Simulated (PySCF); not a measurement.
**Relaxation of singlet HAsO₂**

Level of theory: PBE0/[As def2-TZVP, O def2-TZVP, H def2-TZVP], no relativity, density fitting, PySCF. A (50,194) grid was used.

A hand-made trigonal pyramidal start, of Cs symmetry, held to at least that symmetry:

```xyz
4
charge 0 multiplicity 1, angstrom
As    0.2112    0.0000   -0.2447
O    -0.5437    1.3076    0.5581
O    -0.5437   -1.3076    0.5581
H     1.5621    0.0000    0.4736
```

At each step, columns x, y, z (Å) and Fx, Fy, Fz (eV/Å):

```
step 0  E − E(last) = 212.30 kJ/mol
As   0.211   0.000  -0.245  -3.211   0.000   5.530
O   -0.544   1.308   0.558   1.403  -0.369  -2.378
O   -0.544  -1.308   0.558   1.403   0.369  -2.378
H    1.562   0.000   0.474   0.406   0.000  -0.774
step 1  E − E(last) = 83.45 kJ/mol
As   0.133   0.000  -0.048  -0.850   0.000   3.600
O   -0.526   1.410   0.481   0.468  -0.450  -1.350
O   -0.526  -1.410   0.481   0.468   0.450  -1.350
H    1.604   0.000   0.431  -0.086   0.000  -0.900
step 2  E − E(last) = 15.64 kJ/mol
As   0.116   0.000   0.191   0.309  -0.001   1.381
O   -0.560   1.452   0.397   0.324  -0.281  -0.476
O   -0.560  -1.452   0.397   0.324   0.282  -0.476
H    1.689   0.000   0.360  -0.957   0.000  -0.428
step 3  E − E(last) = 2.11 kJ/mol
As   0.103   0.000   0.291   0.688   0.000   0.387
O   -0.536   1.466   0.361  -0.067   0.128  -0.129
O   -0.536  -1.466   0.361  -0.067  -0.128  -0.129
H    1.654   0.000   0.331  -0.554   0.000  -0.128
step 4  E − E(last) = 1.44 kJ/mol
As   0.116   0.000   0.347  -0.577   0.001  -0.084
O   -0.534   1.484   0.342   0.337  -0.772   0.029
O   -0.534  -1.484   0.342   0.337   0.772   0.029
H    1.638   0.000   0.315  -0.098   0.000   0.025
step 5  E − E(last) = 0.45 kJ/mol
As   0.116   0.000   0.342  -0.014   0.000  -0.036
O   -0.523   1.464   0.344  -0.148   0.297   0.014
O   -0.523  -1.464   0.344  -0.148  -0.297   0.014
H    1.616   0.000   0.317   0.310   0.000   0.007
step 6  E − E(last) = 0.01 kJ/mol
As   0.114   0.000   0.335   0.056   0.000   0.015
O   -0.531   1.468   0.346   0.000   0.008  -0.005
O   -0.531  -1.468   0.346   0.000  -0.008  -0.005
H    1.634   0.000   0.318  -0.056   0.000  -0.004
step 7  E − E(last) = 0.00 kJ/mol
As   0.114   0.000   0.337  -0.009  -0.002  -0.002
O   -0.530   1.469   0.345   0.003  -0.007   0.001
O   -0.530  -1.469   0.345   0.003   0.009   0.001
H    1.631   0.000   0.318   0.003   0.000   0.001
step 8  E − E(last) = 0.00 kJ/mol
As   0.114   0.000   0.337   0.000   0.000   0.000
O   -0.530   1.469   0.345   0.000   0.001   0.000
O   -0.530  -1.469   0.345   0.000  -0.001   0.000
H    1.631   0.000   0.318   0.000   0.000   0.000
```

It ends at C2v with As–H 1.517 Å, As–O 1.604 Å (×2); H–As–O 113.7° (×2), O–As–O 132.6°. A frequency run shows a minimum. Other isomers or separated fragments may lie lower.

The relaxation took 11 s on 4 threads of a shared Intel Xeon 6975P-C (Granite Rapids) host, with 116 basis functions and 9 gradients; the process peaked at 0.72 GiB.
